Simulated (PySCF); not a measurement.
Species: C₆H₉N₃.
Geometry (PBE0-D3(BJ)/def2-SVP, Å), atoms numbered from 1 in this order:
```
atom  x, y, z in Å
C1    -2.3154    0.7075    0.8349
C2    -1.9138   -0.1209   -0.3791
C3    -0.4662   -0.5129   -0.3609
C4    -0.0353   -1.8418   -0.5029
N5     1.2491   -2.1595   -0.4906
N6     2.1443   -1.2088   -0.3398
C7     1.7243    0.0524   -0.1986
C8     2.7702    1.1003   -0.0142
N9     0.4434    0.4381   -0.2042
H10   -2.2269    0.1220    1.7628
H11   -3.3556    1.0526    0.7477
H12   -1.6611    1.5862    0.9253
H13   -2.0824    0.4678   -1.2977
H14   -2.5347   -1.0257   -0.4665
H15   -0.7419   -2.6679   -0.6287
H16    3.7672    0.6635   -0.1423
H17    2.6178    1.9200   -0.7311
H18    2.6902    1.5351    0.9943
```

The closed-shell ground state was solved at several levels (PySCF, density fitting, gas phase, non-relativistic).

```
          level  basis functions  total energy (Eh)  HOMO (eV)  LUMO (eV)  gap (eV)  dipole (D)
   PBE/pcSseg-1              198          -397.7463      -5.08      -2.81      2.27        3.12
B3LYP/def2-SVPD              252          -398.0129      -6.46      -2.14      4.32        3.15
```

(1) What might PBE0/pcSseg-1 (198 basis functions) give for the same quantities?

(2) Over all these levels, which gives the widest orbital gap and which the narrowest?

(3) How far do the dipole and the HOMO energy spread over the levels?

Answers

(1) Total energy -397.7656 Eh, HOMO -6.70 eV, LUMO -1.88 eV, gap 4.82 eV, dipole 3.22 D.

(2) PBE0/pcSseg-1 (global hybrid, 25 % exact exchange) has the widest, 4.82 eV, and PBE/pcSseg-1 (GGA) the narrowest, 2.27 eV. The two share the basis. From the narrowest to the widest the HOMO moves by -1.62 eV and the LUMO by +0.93 eV.

(3) The dipole runs from 3.12 to 3.22 D (mean 3.16 D) and the HOMO from -6.70 to -5.08 eV.

One conformer stands for the species.
